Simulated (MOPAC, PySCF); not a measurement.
H₁₀OSi₄, SMILES `O[Si@@H]([SiH3])[SiH2][SiH3]` (H–O–Si–Si torsion 56°, Si–Si–Si–Si torsion 172°), neutral singlet in the gas phase. 

Z-matrix (Å, degrees):
```
Si
O 1 1.6608
H 2 0.9585 1 117.33
H 1 1.4959 2 110.81 3 -64.24
Si 1 2.3375 4 108.41 2 116.01
H 5 1.4899 1 110.25 4 168.18
H 5 1.4911 6 108.07 1 117.72
Si 5 2.3381 6 110.17 7 120.43
H 8 1.4859 5 109.87 6 58.20
H 8 1.4876 9 108.92 5 -119.88
H 8 1.4882 9 108.85 10 -118.27
Si 1 2.3467 4 107.39 2 -123.13
H 12 1.4878 1 110.89 4 -174.54
H 12 1.4888 13 108.79 1 -120.28
H 12 1.4910 13 108.21 14 -117.60
```
Charge 0, spin multiplicity 1.

All levels are single points at this geometry (PBE0-D3(BJ)/def2-TZVP); Pople sets use spherical d functions. Orbital energies aren't observables, and empty levels follow the basis.

AM1 in MOPAC gives HOMO (eV) = -10.02.

Problem. Estimate the HOMO (eV) from each of these levels: PBE0-D3(BJ)/def2-TZVP in PySCF; B3LYP/6-31G* in PySCF; B3LYP/LANL2DZ in PySCF; BP86/6-31G* in PySCF; M06-2X/6-31G* in PySCF; HF/6-31G* in PySCF; HF/STO-3G in PySCF; PM7 in MOPAC.

Solution. 
| level | HOMO (eV) |
|---|---|
| PBE0-D3(BJ)/def2-TZVP in PySCF | -7.45 |
| B3LYP/6-31G* in PySCF | -7.13 |
| B3LYP/LANL2DZ in PySCF | -7.44 |
| BP86/6-31G* in PySCF | -6.35 |
| M06-2X/6-31G* in PySCF | -8.31 |
| HF/6-31G* in PySCF | -9.84 |
| HF/STO-3G in PySCF | -7.18 |
| PM7 in MOPAC | -10.08 |
